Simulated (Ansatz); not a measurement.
Gas-phase electronic energies from Ansatz, PBE0-D4/def2-TZVP geometries. CBS: MP2 limit from def2 TZ/QZ plus the TZ coupled-cluster correction, frozen cores. Elements past krypton have def2 core potentials. For Ge, In outer-core shells are correlated without core-valence functions, which leaves a few kJ/mol of doubt a bond. Scalar relativity is left out up to krypton. One conformer a species, not always the lowest.

Reaction (substitution at a C–C bond): `CC[N](C)[InH2]` + `[NH2][GeH3]` → `C[NH][GeH3]` + `C[N](C)[InH2]`

`CC[N](C)[InH2]`:

```xyz
15

C     0.999   -0.200    1.653
C     0.951    0.380    0.258
N    -0.253    0.074   -0.470
C    -0.237    0.656   -1.788
In   -1.841   -1.020    0.147
H     0.936   -1.291    1.635
H     0.177    0.174    2.270
H     1.936    0.073    2.144
H     1.827    0.021   -0.309
H     1.075    1.475    0.322
H    -1.153    0.419   -2.334
H     0.612    0.288   -2.386
H    -0.146    1.752   -1.749
H    -1.865   -1.713    1.707
H    -3.021   -1.088   -1.098
```

`[NH2][GeH3]`:

```xyz
7

N     0.841    0.175   -0.783
Ge   -0.583    0.029    0.379
H     1.708    0.431   -0.331
H     1.006   -0.660   -1.327
H    -1.816   -0.313   -0.470
H    -0.413   -1.056    1.470
H    -0.744    1.395    1.062
```

`C[NH][GeH3]`:

Cartesian coordinates in Å:
```
C -0.096 0.521 1.299
N -0.367 -0.555 0.366
Ge 0.304 -0.411 -1.339
H -0.413 0.237 2.307
H -0.579 1.478 1.052
H 0.982 0.702 1.344
H -1.341 -0.824 0.380
H -0.183 -1.638 -2.124
H 1.837 -0.393 -1.218
H -0.144 0.882 -2.066
```

`C[N](C)[InH2]`:

```xyz
12

C    -0.976   -1.036    0.001
N     0.010    0.011    0.023
C     0.431    0.394   -1.298
In    0.721    0.850    1.716
H    -1.279   -1.311    1.014
H    -1.881   -0.734   -0.548
H    -0.595   -1.945   -0.491
H    -0.412    0.761   -1.905
H     1.179    1.189   -1.257
H     0.873   -0.452   -1.848
H     0.044    0.202    3.148
H     1.886    2.074    1.445
```

| species | CCSD(T)/CBS(def2) energy (Eh) |
| --- | --- |
| `CC[N](C)[InH2]` | -364.66442 |
| `[NH2][GeH3]` | -2133.81884 |
| `C[NH][GeH3]` | -2173.06430 |
| `C[N](C)[InH2]` | -325.40049 |

Q: Work out ΔE.

A: ΔE = (-2173.06430) + (-325.40049) − (-364.66442) − (-2133.81884) = 0.01847 Eh = +11.6 kcal/mol.

Largest T1 diagnostic among the species: 0.017.

The D4 term adds +0.8 kcal/mol with B3LYP and +0.4 kcal/mol with PBE0; it sums over pairs of atoms, weighted by their polarisabilities, and B3LYP, whose exchange is more repulsive, gets the larger term. In def2-TZVPP, CCSD(T) changes the Hartree–Fock value by +2.4 kcal/mol (the triples alone add +0.3 kcal/mol) and MP2 by +3.0 kcal/mol.

B3LYP here is the variant with VWN-RPA as its local correlation; programs differ in this.
